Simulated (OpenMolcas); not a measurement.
**Run times for Si4 (silicon tetramer)**

Si4 has 4 atoms, charge 0, and is taken as a singlet. As SMILES, `[Si]1[Si][Si][Si]1`. Geometry: relaxed at GFN2-xTB.

```xyz
4

Si    1.0341   -0.4761    1.5251
Si   -0.9214    0.4422    0.7634
Si   -1.0252    0.4954   -1.5248
Si    0.9125   -0.4615   -0.7637
```

Program: OpenMolcas 26.06. Hardware: 1 thread of Arm Neoverse V2, shared host, so times are rough. Two-electron integrals are exact unless an approximation is named.

(1) Estimate their order by wall time, quickest first.
A. energy at B98/aug-pcseg-2 (RICD fitting)
B. energy at B98/pcseg-0
C. energy at B98/aug-pcseg-1

Results:

(1) B (2.9 s), C (14 s), A (36 s).
